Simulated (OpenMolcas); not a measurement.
## Mo⁺: effect of the IPEA shift

```
Program             : OpenMolcas
Basis               : ANO-RCC-VTZP [7s6p4d2f1g]
Scalar Hamiltonian  : DKH2, point nucleus
Active space        : 5 electrons in 6 orbitals (4d 5s)
State averaging     : 2S+1 = 6 even, 6 roots; 2S+1 = 4 even, 64 roots; 2S+1 = 2 even, 110 roots
Spin-orbit coupling : RASSI with atomic mean-field integrals over the reference wave functions, term energies averaged over their components
```

Methods on the same reference wave functions:
A. CASSCF
B. MS-CASPT2, IPEA 0 Eh, imaginary shift 0.1 Eh (closed shells correlated: 4s 4p)
C. MS-CASPT2, IPEA 0.25 Eh, imaginary shift 0.1 Eh (closed shells correlated: 4s 4p)

Energies in cm⁻¹ above 4d⁵ ⁶S_5/2, the measured ground level; measured values from NIST Handbook of Basic Atomic Spectroscopic Data.

```tsv
Level	A	B	C	Measured
4d⁵ ⁶S_5/2	0.0	0.0	0.0	0.0
4d⁴ 5s ⁶D_1/2	8702	12030	11570	11783
4d⁴ 5s ⁶D_3/2	8923	12270	11800	12034
4d⁴ 5s ⁶D_5/2	9275	12640	12160	12417
4d⁴ 5s ⁶D_7/2	9738	13110	12630	12900
4d⁴ 5s ⁶D_9/2	10297	13650	13180	13461
4d⁵ ⁴G_5/2	18520	16150	16410	15199
4d⁵ ⁴G_7/2	18619	16220	16470	15331
4d⁵ ⁴G_11/2	18684	16320	16540	15447
4d⁵ ⁴G_9/2	18688	16330	16550	15428
4d⁵ ⁴D_3/2 [56 %]	19186	15480	16250	
4d⁵ ⁴D_1/2 [55 %]	19322	15590	16400	
4d⁵ ⁴P_1/2 [54 %]	20122	16590	17340	
4d⁵ ⁴D_7/2	20288	16430	17190	
4d⁵ ⁴P_3/2 [55 %]	20598	16950	17710	
4d⁵ ⁴P_5/2 [52 %]	20867	17100	17880	
4d⁴ 5s ⁴H_7/2	27341	26210	26940	
4d⁵ ²I_11/2	27665	24770	25250	
4d⁵ ²I_13/2	27848	25080	25480	
4d⁴ 5s ⁴H_11/2	27864	26850	27460	
4d⁴ 5s ⁴F_7/2 [72 %]	27929	23650	24970	
4d⁴ 5s ⁴F_9/2 [75 %]	27986	23560	24890	
4d⁴ 5s ⁴H_13/2	28182	27200	27810	
4d⁴ 5s ⁴D_1/2(1)	28427	22530	23770
```

Deviations, from unrounded energies. A percentage is the sum of absolute deviations over the sum of measured energies, with the sign that they share, or ± where signs differ.

```json
{"Against measurement": "mean absolute deviation (cm-1)", "Levels": "9", "A": "3200", "B": "530", "C": "650"}
{"Against measurement": "other terms of the ground configuration (%)", "Levels": "4", "A": "+21.3", "B": "+5.9", "C": "+7.4"}
{"Against measurement": "other configurations (%)", "Levels": "5", "A": "-25.0", "B": "+1.8", "C": "-2.0"}
```

B lies closest to measurement on these levels and A furthest from it. The largest miss of B in the table is 4d⁵ ⁴G_5/2, by +950 cm-1. The ranking rests on the paired levels alone, and a cruder setting can come out closer through cancelling errors.

Between B and C the level of the table that moves most is 4d⁴ 5s ⁴F_9/2 [75 %], by 1300 cm-1 (lowest in B, highest in C). Moves below CASPT2's spread within the term are not significant.

The mean deviations of B to C differ by less than CASPT2's widest spread within a term (680 cm-1), so their order carries little weight.

From A to B the spin-free energies of the other terms of 4d⁵ shown, above ⁶S, scale by factors of 0.81 to 0.90, as is usual when dynamic correlation screens the repulsion within a d or f shell.

The lowest spin-free term lies below A's lowest term by 0.394 hartree in B, 0.377 hartree in C.

Term energies are means over components that CASPT2 splits; among the terms shown or strongly mixed into the levels shown the widest spread is 680 cm-1 (4d⁴ 5s ⁴H, C). Configurations are named by rounded mean occupations; where the s occupation lies near a half they are strongly mixed, a name can repeat and a true partner stay unpaired. A single d shell beside an s shell can misplace configurations of different d count against each other. Without dynamic correlation excited terms often stand tens of per cent too high (terms of higher spin than the ground term too low), and those without a measured partner can miss by more than the paired ones (holds for A). Blocks of more than 70 roots (2S+1 = 2 even) ran without multistate coupling (holds for B; C). The CASPT2 spread within a term exceeds the gap to the next term for 4d⁵ ²G and 4d⁴ 5s ⁴H, so the order of their levels is uncertain, and so are names and mixing where such terms share a J (holds for B). Computed and measured levels are paired by configuration, term and J; levels that our copy of the source lacks, or whose pairing is in doubt (as where it misses far off the trend of its configuration), stay unpaired and out of the deviations. Levels of configurations outside the active space are missing. Levels that lie high or do not pair safely by name in every column are left out.

A share in square brackets marks a mixed level and gives the weight of the term that names it, the lowest over the columns. A number in round brackets counts repeated terms of one configuration in the order of the reference energies.
